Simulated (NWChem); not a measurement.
Molecule: BeSiH₃F; SMILES [F][Be][SiH3]

```xyz
6

Be     0.0009     0.8210     0.0000
F      0.0011     2.2137     0.0000
Si     0.0003    -1.3458     0.0000
H      0.7029    -1.8942    -1.2044
H     -1.3944    -1.8932    -0.0065
H      0.6916    -1.8942     1.2109
```
Atoms are numbered in this order, from 1.

The geometry was optimised at PBE0/def2-SVP.

### Question
List the 4 lowest vertical singlet excitations and the 4 lowest triplet ones from PBE/6-31+G* (spherical d), TDA (NWChem).

### Answer
| state | energy (eV) | oscillator strength | leading excitation (squared amplitude) |
|---|---|---|---|
| S1 | 6.40 | 0.111 | HOMO → LUMO (0.88) |
| S2 | 6.40 | 0.111 | HOMO → LUMO+1 (0.88) |
| S3 | 6.53 | 0.177 | HOMO → LUMO+2 (0.95) |
| S4 | 6.96 | 0.000 | HOMO−1 → LUMO (0.50) |
| T1 | 4.94 | spin-forbidden | HOMO → LUMO (0.99) |
| T2 | 4.94 | spin-forbidden | HOMO → LUMO+1 (0.99) |
| T3 | 5.98 | spin-forbidden | HOMO → LUMO+2 (0.97) |
| T4 | 6.54 | spin-forbidden | HOMO−2 → LUMO (0.48) |
